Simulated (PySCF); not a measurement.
A structure optimised at PBE-D3(BJ)/def2-SVP, used in a PySCF frequency run:

```
Si
O 1 1.6709
H 2 0.9753 1 115.00
O 1 1.6721 2 108.38 3 40.53
H 4 0.9738 1 113.68 2 -146.73
O 1 1.6802 2 115.00 3 -75.52
H 6 0.9730 1 115.75 2 -69.55
Si 1 2.3446 2 102.51 3 162.03
F 8 1.6510 1 108.08 2 176.22
H 8 1.5038 9 108.15 1 -121.95
H 8 1.5069 10 108.84 9 116.47
```

Question: Write its SMILES and formula.

Answer: O[Si](O)(O)[SiH2]F, FH5O3Si2

Question: What are its rotational constants (standard atomic weights)?

Answer: 3.1736, 1.4265, 1.3143 GHz
